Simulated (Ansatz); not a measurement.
Nb4N4 (the lowest singlet isomer of a short search), 8 atoms. Hardware: 4 threads of Arm Neoverse V2 on a shared host.

In the def2 sets Nb takes a core potential; there is no spin–orbit coupling. Correlated methods freeze 4 core orbitals; core or outer-core shells of Nb are correlated, in sets that lack core-valence functions.

Q: How many basis functions does each of these Ansatz runs have, and roughly what does it cost? PBE0-D4/def2-TZVP, charge 0 quintet, energy, from earlier orbitals; PBE-D4/def2-TZVP, charge 1 doublet at the geometry of the charge 0 singlet, energy, from earlier orbitals; PBE0-D4/def2-TZVP, charge 0 singlet, energy, from earlier orbitals; PBE0-D4/def2-SVP, charge 0 singlet, energy, from earlier orbitals; PBE0-D4/def2-TZVP, charge 1 doublet, energy, from earlier orbitals; PBE-D4/def2-TZVP, charge 0 unrestricted singlet, energy, from earlier orbitals; r2SCAN-D4/def2-TZVPD, charge -1 doublet at the geometry of the charge 0 singlet, energy, from earlier orbitals; MP2/def2-TZVP, charge 0 quintet, energy, from earlier orbitals; HF/STO-3G, charge 0 quintet, energy; r2SCAN-D4/def2-TZVP, charge 0 triplet, energy, from earlier orbitals; PBE with 10 % exact exchange/def2-SVP, charge 0 quintet, energy, from earlier orbitals; PBE0-D4/def2-TZVPD, charge 0 singlet, energy, from earlier orbitals.

A: Other jobs shared the machine, so times can vary by a factor of up to 3. A dash marks memory too small to be measured apart from the calling script's.

```json
{"run": "PBE0-D4/def2-SVP, charge 0 singlet, energy, from earlier orbitals", "functions": "180", "fitting or Cholesky vectors": "1976", "wall time": "12 s", "peak host memory (GiB)": "0.73"}
{"run": "PBE0-D4/def2-TZVPD, charge 0 singlet, energy, from earlier orbitals", "functions": "308", "fitting or Cholesky vectors": "2200", "wall time": "14 s", "peak host memory (GiB)": "1.4"}
{"run": "PBE with 10 % exact exchange/def2-SVP, charge 0 quintet, energy, from earlier orbitals", "functions": "180", "fitting or Cholesky vectors": "1796", "wall time": "15 s", "peak host memory (GiB)": "0.93"}
{"run": "PBE-D4/def2-TZVP, charge 1 doublet at the geometry of the charge 0 singlet, energy, from earlier orbitals", "functions": "284", "fitting or Cholesky vectors": "1892", "wall time": "16 s", "peak host memory (GiB)": "–"}
{"run": "HF/STO-3G, charge 0 quintet, energy", "functions": "128", "fitting or Cholesky vectors": "1656", "wall time": "24 s", "peak host memory (GiB)": "1.3"}
{"run": "PBE0-D4/def2-TZVP, charge 0 singlet, energy, from earlier orbitals", "functions": "284", "fitting or Cholesky vectors": "2104", "wall time": "24 s", "peak host memory (GiB)": "1.8"}
{"run": "MP2/def2-TZVP, charge 0 quintet, energy, from earlier orbitals", "functions": "284", "fitting or Cholesky vectors": "2237", "wall time": "30 s", "peak host memory (GiB)": "1.4"}
{"run": "PBE-D4/def2-TZVP, charge 0 unrestricted singlet, energy, from earlier orbitals", "functions": "284", "fitting or Cholesky vectors": "1892", "wall time": "31 s", "peak host memory (GiB)": "–"}
{"run": "PBE0-D4/def2-TZVP, charge 1 doublet, energy, from earlier orbitals", "functions": "284", "fitting or Cholesky vectors": "2104", "wall time": "33 s", "peak host memory (GiB)": "1.4"}
{"run": "PBE0-D4/def2-TZVP, charge 0 quintet, energy, from earlier orbitals", "functions": "284", "fitting or Cholesky vectors": "2104", "wall time": "34 s", "peak host memory (GiB)": "1.4"}
{"run": "r2SCAN-D4/def2-TZVPD, charge -1 doublet at the geometry of the charge 0 singlet, energy, from earlier orbitals", "functions": "308", "fitting or Cholesky vectors": "1988", "wall time": "49 s", "peak host memory (GiB)": "0.97"}
{"run": "r2SCAN-D4/def2-TZVP, charge 0 triplet, energy, from earlier orbitals", "functions": "284", "fitting or Cholesky vectors": "1892", "wall time": "97 s", "peak host memory (GiB)": "1.5"}
```
